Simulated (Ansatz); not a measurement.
Total energies of CH4FNbO2, SMILES `[CH3][Nb](=[O])([OH])[F]`.

```
atom   x (Å)   y (Å)   z (Å)
  C1   0.258   1.077   0.834
 Nb2  -0.094  -0.310  -0.767
  O3  -1.696  -0.023  -1.228
  O4   0.070  -2.048  -0.056
  F5   1.083   0.072  -2.176
  H6  -0.463   0.927   1.643
  H7   0.143   2.102   0.466
  H8   1.270   0.953   1.233
  H9  -0.572  -2.751   0.052
```

Charge 0, multiplicity 1. Correlated methods include outer-core shells of Nb, which these sets cover unevenly. Nb: def2 effective core potential. The structure was optimised at the PBE0-D4/def2-TZVP level. It is one conformer, not always the lowest. Basis def2-TZVPP, Ansatz 0.2.0.

RPA on PBE orbitals: Hartree–Fock energy of these orbitals -345.94631 Eh, correlation -2.05925 Eh (frozen core).

| functional | energy without D4 (Eh) | D4 term (kJ/mol) |
| --- | --- | --- |
| PBE | -347.84856 | -17.1 |
| r2SCANh | -347.97987 | -4.5 |

Task: Give the same for LDA (SPW92), revPBE, BLYP, r2SCAN, B97M-V, PBE0, B3LYP, r2SCAN0, HSE06 (plane-wave form), BHLYP, CAM-B3LYP, LC-ωPBE, ωB97X-V, ωB97M-V, B2PLYP, PBE-QIDH. (Estimate.)

Result: Computed: 
```tsv
functional	energy without D4 (Eh)	D4 term (kJ/mol)
LDA (SPW92)	-345.93549	–
revPBE	-348.08653	-46.7
BLYP	-348.06286	-36.6
r2SCAN	-348.02321	-4.2
B97M-V	-348.05015	–
PBE0	-347.79777	-14.5
B3LYP	-348.14488	-27.4
r2SCAN0	-347.91701	-5.0
HSE06 (plane-wave form)	-347.78395	-13.6
BHLYP	-347.85714	-22.1
CAM-B3LYP	-347.98121	-14.8
LC-ωPBE	-347.95860	–
ωB97X-V	-347.97847	–
ωB97M-V	-347.93228	–
B2PLYP	-347.85792	–
PBE-QIDH	-347.70243	–
```

B3LYP takes the VWN-RPA correlation (the form of Gaussian; ORCA's B3LYP/G). HSE06 is the plane-wave form, built on full-range PBE exchange. The double hybrids freeze the cores in their second-order part.

LC-ωPBE has ω = 0.4 bohr⁻¹.
